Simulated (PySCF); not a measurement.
From one molecule to another.

First species: C5H11PSi.
SMILES: `CCC#C[Si@H](C)P`

Second species: C4H8O.
Atom-mapped SMILES: `[CH3:1][CH2:2][CH2:3][CH:4]=[O:5]` (hydrogens: H6, H7, H8 on C1; H9, H10 on C2; H11, H12 on C3; H13 on C4)

Structure used (GFN2-xTB), in Å, numbered top down from 1:
```
atom  x, y, z in Å
C1    -1.7016   -0.0482    0.6548
C2    -0.2703   -0.5195    0.4393
C3     0.5493    0.4977   -0.3489
C4     1.9646    0.0568   -0.5725
O5     2.4471   -0.9729   -0.1962
H6    -2.2649   -0.7893    1.2157
H7    -1.7185    0.8872    1.2102
H8    -2.2010    0.1107   -0.2986
H9    -0.2679   -1.4680   -0.1002
H10    0.2133   -0.6912    1.4022
H11    0.5788    1.4601    0.1710
H12    0.0997    0.6834   -1.3291
H13    2.5671    0.7936   -1.1441
```

Levels: wB97X-D/def2-SVPD for dipole moment, HOMO energy, LUMO energy, HOMO–LUMO gap, static isotropic polarisability and electronic spatial extent ⟨r²⟩ about the centre of nuclear charge; TDDFT wB97X-D/def2-SVPD for lowest singlet excitation; TDA wB97X-D/def2-SVPD for lowest triplet excitation (Tamm–Dancoff); GFN2-xTB for rotational constant A and rotational constant C. Geometries: GFN2-xTB. Each species is one conformer at its optimised geometry, gas phase, non-relativistic unless stated; the electronic structure was computed with PySCF and density fitting.

The conformers computed, where there is a choice (atom-mapped SMILES and torsion angles):
- `[CH3:1][CH2:2][C:3]#[C:4][Si@H:5]([CH3:6])[PH2:7]`: H–P7–Si5–C4 -48°, H–P7–Si5–C4 45°
- `[CH3:1][CH2:2][CH2:3][CH:4]=[O:5]`: C1–C2–C3–C4 180°, C2–C3–C4–O5 0°

Values for the first species:

- Dipole moment: 2.08 D
- HOMO energy: -8.81 eV
- LUMO energy: 1.64 eV
- HOMO–LUMO gap: 10.45 eV
- Lowest singlet excitation: 5.98 eV
- Lowest triplet excitation (Tamm–Dancoff): 5.04 eV
- Static isotropic polarisability: 115.3 au
- Electronic spatial extent ⟨r²⟩ about the centre of nuclear charge: 1862 bohr²
- Rotational constant A: 2.588 GHz
- Rotational constant C: 0.621 GHz

(1) Estimate the same properties for the second species, and the change in each.

## Answers

(1) 
```tsv
property	first	second	second less first
dipole moment	2.08 D	2.77 D	+0.69 D
HOMO energy	-8.81 eV	-9.39 eV	-0.58 eV
LUMO energy	1.64 eV	1.24 eV	-0.40 eV
HOMO–LUMO gap	10.45 eV	10.63 eV	+0.18 eV
lowest singlet excitation	5.98 eV	4.41 eV	-1.57 eV
lowest triplet excitation (Tamm–Dancoff)	5.04 eV	3.85 eV	-1.19 eV
static isotropic polarisability	115.3 au	52.4 au	-62.9 au
electronic spatial extent ⟨r²⟩ about the centre of nuclear charge	1862 bohr²	547 bohr²	-1315 bohr²
rotational constant A	2.588 GHz	15.125 GHz	+12.537 GHz
rotational constant C	0.621 GHz	2.308 GHz	+1.687 GHz
```

On the first: The principal polarisabilities are 90.9, 110.7 and 144.3 au; their mean is the isotropic value. S1 lies 4.47 eV below the HOMO–LUMO gap; its leading configuration is HOMO−1→LUMO, weight 0.33, beside HOMO→LUMO+1, weight 0.18.

On the second: No computed singlet falls in the visible range (750 to 380 nm, 1.65 to 3.26 eV); S1 lies 1.15 eV above its blue end. The principal polarisabilities are 43.2, 53.7 and 60.2 au; their mean is the isotropic value.
